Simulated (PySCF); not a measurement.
## One Si site, 4 surroundings

Gas-phase molecules, one conformer each, optimised by PBE0-D3(BJ)/def2-SVP. No frequency run checks that these structures are minima. Shifts by GIAO PBE0/pcSseg-1 or PBE0/pcSseg-2 against computed TMS. Core levels by delta-SCF with SCAN, pcX-2 on the ionised atom and pcseg-1 elsewhere, spin-free X2C (2p3/2 is the spin-free 2p value less a third of a first-order spin-orbit splitting); from the vacuum level. Excitations by CAM-B3LYP/def2-SVPD.

Task: Order these by the core level of Si (eV), lowest first.
A. [SiH3]O[SiH]([SiH3])O[SiH3] (Si bonded to 2 O + 1 Si + 1 H)
B. [SiH3]O[SiH]([SiH3])[SiH3] (Si bonded to 1 O + 2 Si + 1 H)
C. [SiH3][SiH]([SiH3])[SiH3] (Si bonded to 3 Si + 1 H)
D. [SiH3]O[SiH](O[SiH3])O[SiH3] (Si bonded to 3 O + 1 H)

Result: C (105.95), B (106.92), A (107.6), D (108.31).

Task: Give the other values.

Result: 
| structure (SMILES) | Si bonded to | shift of Si (ppm) | core level of Si (eV) | lowest singlet (eV) |
| --- | --- | --- | --- | --- |
| [SiH3]O[SiH](O[SiH3])O[SiH3] | 3 O + 1 H | -71.4 | 108.31 | 7.50 |
| [SiH3]O[SiH]([SiH3])O[SiH3] | 2 O + 1 Si + 1 H | -14.1 | 107.60 | 6.52 |
| [SiH3][SiH]([SiH3])[SiH3] | 3 Si + 1 H | -139.6 | 105.95 | 6.70 |
| [SiH3]O[SiH]([SiH3])[SiH3] | 1 O + 2 Si + 1 H | -8.5 | 106.92 | 5.54 |
